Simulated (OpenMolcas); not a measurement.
Cu3+ among 4 point charges of -3 e arranged as a tetrahedron (Td), 2.21 Å from the ion.

```json
{
  "Program": "OpenMolcas",
  "Method": "SS-CASPT2, IPEA 0.25 Eh, imaginary shift 0.1 Eh (closed shells correlated: 3s 3p)",
  "Basis": "ANO-RCC-VDZP [5s4p2d1f]",
  "Scalar Hamiltonian": "DKH2, point nucleus",
  "Active space": "8 electrons in 5 orbitals (3d)",
  "State averaging": "2S+1 = 3 even, 10 roots; 2S+1 = 1 even, 15 roots",
  "Spin-orbit coupling": "state interaction with AMFI integrals over the reference wave functions"
}
```

(1) What is the spin-free ground state (labels of Td)?

(2) Where is the first state of the same spin?

(3) What are the lowest two levels with spin-orbit coupling?

(4) What is χT at 300 K, and how does it compare with the textbook value?

## Answers

(1) 3T1, 3-fold in its orbital part, 100 % from free-ion F terms; it has the highest spin that d8 allows.

(2) 3T2 at 609 cm-1 above the ground state.

(3) A 1-fold level A1, then a 3-fold level T1 190 cm-1 above it. Their leading multiplicities are 3 (100 %) and 3 (100 %).

(4) The lowest level has 2S+1 = 3, for which the spin-only value is χT = S(S+1) / 2 = 1.000 cm3 K/mol (g = 2). The computed 3.500 at 300 K differs by +2.500, through orbital momentum, spin-orbit coupling and any other state in reach. With a threefold ground state the orbital momentum is unquenched, so the spin-only value is not expected to hold.

Roots that are degenerate in the reference are averaged as groups; the widest CASPT2 spread within a group is 470 cm-1 (the 3-fold group of multiplicity 3 near 609 cm-1 above the lowest state of its run). Shifts and gaps below about the spread of the groups concerned are not significant. An orbital triplet at a regular site is open to Jahn-Teller coupling, which can distort the site and quench the lowest spin-orbit gaps and is left out. The ground term spreads over less than 5000 cm-1, several times less than with real ligands, so orbital moments are less quenched and χT lies further from the spin-only value than at real sites. Free-ion shares, where given, are those of the reference states; single-state CASPT2 does not remix them. Point charges carry no covalency, so the field is a model and not that of real ligands. No measured value stands beside these numbers.
